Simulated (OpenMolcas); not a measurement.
# Mn+: effect of the active space

- Program: OpenMolcas 26.06
- Method: SS-CASPT2 or its RAS form, IPEA 0.25 Eh, imaginary shift 0.1 Eh
- Basis: ANO-RCC-VDZP
- Scalar Hamiltonian: DKH2, point nucleus
- Spin-orbit coupling: RASSI with atomic mean-field integrals over the reference wave functions, term energies averaged over their components

A. 6 electrons in 6 orbitals (3d 4s); 2S+1 = 7 even, 1 root; 2S+1 = 5 even, 18 roots; 2S+1 = 3 even, 9 roots; closed shells correlated: 3s 3p; CASPT2 step roughly 5 core-seconds
B. 6 electrons in 9 orbitals (RAS2 3d 4s; RAS3 4p, at most 2 electrons); 2S+1 = 7 even, 1 root; 2S+1 = 5 even, 30 roots kept (CI in the orbitals of an earlier block); 2S+1 = 3 even, 35 roots kept (CI in the orbitals of an earlier block); 2S+1 = 1 even, 13 roots kept (CI in the orbitals of an earlier block); 2S+1 = 7 odd, 3 roots; 2S+1 = 5 odd, 3 roots kept (CI in the orbitals of an earlier block); closed shells correlated: 3s 3p; CASPT2 step about 2.5 core-minutes

Energies in eV above 3d⁵ 4s ⁷S₃, the measured ground level; measured values from NIST Handbook of Basic Atomic Spectroscopic Data.

| Level | A | B | Measured |
| --- | --- | --- | --- |
| 3d⁵ 4s ⁷S₃ | 0.0000 | 0.0000 | 0.0000 |
| 3d⁵ 4s ⁵S₂ | 1.195 | 1.327 | 1.1745 |
| 3d⁵ 4s ⁵G₄ | 3.758 | 3.873 | 3.4199 |
| 3d⁵ 4s ⁵G₅ | 3.758 | 3.873 | 3.4184 |
| 3d⁵ 4s ⁵G₃ | 3.758 | 3.873 | 3.4205 |
| 3d⁵ 4s ⁵G₂ | 3.758 | 3.874 | 3.4206 |
| 3d⁵ 4s ⁵G₆ | 3.758 | 3.874 | 3.4154 |
| 3d⁵ 4s ⁵P₂ | 4.042 | 4.152 |  |
| 3d⁵ 4s ⁵P₃ | 4.042 | 4.148 |  |
| 3d⁵ 4s ⁵P₁ | 4.047 | 4.157 |  |
| 3d⁵ 4s ⁵D₄ | 4.366 | 4.531 |  |
| 3d⁵ 4s ⁵D₀ | 4.368 | 4.531 |  |
| 3d⁵ 4s ⁵D₁ | 4.371 | 4.534 |  |
| 3d⁵ 4s ⁵D₂ | 4.376 | 4.539 |  |
| 3d⁵ 4s ⁵D₃ | 4.377 | 4.540 |  |

Deviations, from unrounded energies. A percentage is the sum of absolute deviations over the sum of measured energies, with the sign that they share, or ± where signs differ.

| Against measurement | Levels | A | B |
| --- | --- | --- | --- |
| mean absolute deviation (cm-1) | 6 | 2300 | 3300 |
| other terms of the ground configuration (%) | 6 | +9.4 | +13.3 |

A lies closest to measurement on these levels. The largest miss of A in the table is 3d⁵ 4s ⁵G₆, by +2800 cm-1. The ranking rests on the paired levels alone, and a cruder setting can come out closer through cancelling errors.

The spin-orbit steps hold different terms of 3d⁵ 4s (A lacks ¹I, ³D, ³I, ³P, ⁵F), which shifts levels as well.

Between A and B the level of the table that moves most is 3d⁵ 4s ⁵D₄, by 1300 cm-1 (lowest in A, highest in B). Moves below CASPT2's spread within the term are not significant.

CASPT2 does not keep the components of a term degenerate, so their means are used; among the terms shown or strongly mixed into the levels shown the widest spread is 130 cm-1 (3d⁵ 4s ⁵G, A). Over all roots computed the reference weight is 0.86 to 0.94 in B; the roots of lowest weight are the least certain, and an intruder state may touch them. No level of 3d⁶ was computed, though it lies in the active space (holds for A). Terms from blocks run as CI alone lack orbitals of their own (holds for B). Measured partners are found by configuration, term and J. A level has none where our copy of the source lacks it or the pairing is in doubt (some pairs that miss far off the trend of their configuration count as doubtful), and it then counts in no deviation. Only configurations of the active space appear. Levels that lie high or do not pair safely by name in every column are left out.
